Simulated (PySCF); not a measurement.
System: thiosilicic acid, sum formula H4SiSO3, charge 0, multiplicity 1. SMILES: O[Si](O)(O)S
Coordinates optimised at B3LYP-D3(BJ)/def2-TZVP (Ansatz):
```
Si
O 1 1.6334
H 2 0.9620 1 116.64
O 1 1.6350 2 106.08 3 -30.27
H 4 0.9607 1 117.97 2 172.21
O 1 1.6385 2 115.47 3 87.48
H 6 0.9608 1 117.95 2 66.16
S 1 2.1335 2 107.31 3 -154.56
H 8 1.3437 1 94.34 2 40.82
```
Charge 0, spin multiplicity 1.

Dispersion corrections to the total energy (kcal/mol) from the dftd3 and dftd4 libraries through PySCF: D3(BJ) without and D4 with the three-body term, each with the damping fitted for the functional named.

```json
[
 {"functional": "PBE0", "D3(BJ)": "-4.14", "D4": "-4.34"},
 {"functional": "HF", "D3(BJ)": "…", "D4": "-17.75"},
 {"functional": "CAM-B3LYP", "D3(BJ)": "-3.92", "D4": "-4.41"},
 {"functional": "r2SCAN", "D3(BJ)": "-1.30", "D4": "-1.21"},
 {"functional": "B2GP-PLYP", "D3(BJ)": "…", "D4": "-2.17"},
 {"functional": "PBE", "D3(BJ)": "…", "D4": "-5.15"},
 {"functional": "BHLYP", "D3(BJ)": "-6.95", "D4": "-6.53"}
]
```

Problem. Complete the blanks.

Solution. 
- HF, D3(BJ): -36.63
- B2GP-PLYP, D3(BJ): -3.87
- PBE, D3(BJ): -4.65
